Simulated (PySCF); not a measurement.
Compound: H11N2Si4 (doublet state).
Z-matrix (Å and degrees, GFN2-xTB geometry), rows numbered from 1:
```
N 
Si  1  1.6384
Si  2  2.3884  1  104.58
N   3  1.7265  2  107.88  1    60.30
Si  4  1.7555  3  118.75  2   -81.46
Si  4  1.7486  3  119.96  2    77.98
H   1  1.0084  2  123.66  3    89.30
H   2  1.4789  1  127.93  3  -115.29
H   2  1.4670  1  110.61  3   110.11
H   3  1.4628  2  110.32  1   177.80
H   3  1.4608  2  112.04  1   -59.47
H   5  1.4572  4  110.54  3    80.55
H   5  1.4629  4  106.14  3   -41.34
H   5  1.4634  4  105.80  3  -158.48
H   6  1.4629  4  106.78  3    32.23
H   6  1.4628  4  110.45  3   -88.61
H   6  1.4611  4  107.02  3   150.52
```

The hyperfine couplings belong to this conformer and change with its torsions.

Identity: `[NH][SiH2][SiH2]N([SiH3])[SiH3]` [radical].

Theory: PySCF 2.14.0, UKS B3LYP, pcH-1 on H N Si, non-relativistic, mean-field spin-orbit, GIAO. One conformer (not necessarily the lowest) at the GFN2-xTB geometry, without solvent, vibrations or thermal averaging. The geometry wasn't refined by DFT: couplings that depend on bond lengths, twists or pyramidal angles can differ widely from those at the functional's own minimum. Stability of the SCF solution: not tested.

Break the g tensor into its mass correction, gauge correction and orbital-Zeeman/spin–orbit terms.

```
                    Δg (ppt)      1      2      3
relativistic mass correction  -0.19  -0.19  -0.19
            gauge correction   0.00   0.02   0.03
   orbital Zeeman/spin–orbit  -0.04   1.80   7.16
                       total  -0.23   1.63   7.00
```

So g = 2.00209, 2.00395, 2.00932 and g_iso = 2.00512; the tensor is rhombic: the two nearest values differ by 26 % of g3 − g1. Axes: g1 points within 11° of the Si2–Si3 bond and g3 points within 6° of the N1–H7 bond.

What effective moment and Curie constant follow for a powder?

With the mean of g² = 4.0205 and S(S+1) = 0.75: μ_eff = √(⟨g²⟩S(S+1)) = 1.736 μB and χT = 0.12505·⟨g²⟩·S(S+1) = 0.377 cm³ K/mol (cgs; spin-Hamiltonian part alone).

Average each term over the three axes. Which is largest in size?

The orbital-Zeeman/spin–orbit term 2.97, the mass correction -0.19 and the gauge correction 0.02 ppt, for a total of 2.80 ppt. The orbital-Zeeman/spin–orbit term is the largest in size. The mass correction is the same along every axis, so the anisotropy comes from the other two: their spans along these axes are 0.03 (gauge) and 7.20 ppt (orbital Zeeman/spin–orbit).

In a frozen sample, at which fields do the three g values resonate at 9.5, 34, 94 and 263 GHz (hyperfine left aside), and which band first spreads them over more than twice a line width of 1.0 mT?

```
band    GHz  B(g3) mT  B(g2) mT  B(g1) mT  spread mT
   X    9.5    337.80    338.71    339.02       1.22
   Q   34.0   1208.98   1212.22   1213.35       4.37
   W   94.0   3342.47   3351.42   3354.55      12.08
   J  263.0   9351.80   9376.85   9385.59      33.79
```

The spread grows in proportion to the frequency. Q band is the first where it exceeds 2.0 mT.

The Mulliken spin populations are largest on N1 (+0.77) and Si3 (+0.17).

The HOMO–LUMO gaps are 6.13 eV among the α and 3.27 eV among the β orbitals.
